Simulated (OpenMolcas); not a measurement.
Ni4+ (d6) among equal point charges was computed by CASSCF with the d shell active (OpenMolcas, ANO-RCC-VTZP on the metal). Its lowest spin-free states, and all those of the highest spin:

| 2S+1 | Degeneracy | E (cm-1) |
| --- | --- | --- |
| 5 | 1 | 0.0 |
| 5 | 2 | 1165 |
| 5 | 2 | 3383 |
| 3 | 2 | 29912 |
| 3 | 1 | 30068 |
| 3 | 2 | 30176 |
| 3 | 1 | 30428 |
| 3 | 2 | 31032 |
| 3 | 2 | 31440 |
| 3 | 1 | 31607 |
| 3 | 1 | 33719 |
| 3 | 2 | 33895 |

Q: Is the site octahedral, tetrahedral or cube-like, axial, or of lower symmetry?

A: The states with 2S+1 = 5 have orbital degeneracies 1, 2, 2. There are pairs but no triples, so the site is axial: not cubic, but with a proper or improper axis of order three or more. The run had Ni4+ among 6 point charges of -2 e arranged as a trigonal antiprism (D3d), 2.13 Å from the ion, with a polar angle of 60.8° against the regular 54.74°.

Without dynamic correlation the repulsion within the d shell is too large (B by tens of per cent), so at a given field states of lower spin stand too high. Point charges give a weaker field than real ligands, and real ions of this kind are often low spin; the high spin found here belongs to the model. The ground term spreads over less than 5000 cm-1, several times less than with real ligands, so orbital moments are less quenched and χT lies further from the spin-only value than at real sites. This is an electrostatic model: the charges have no orbitals. No measured value stands beside these numbers.
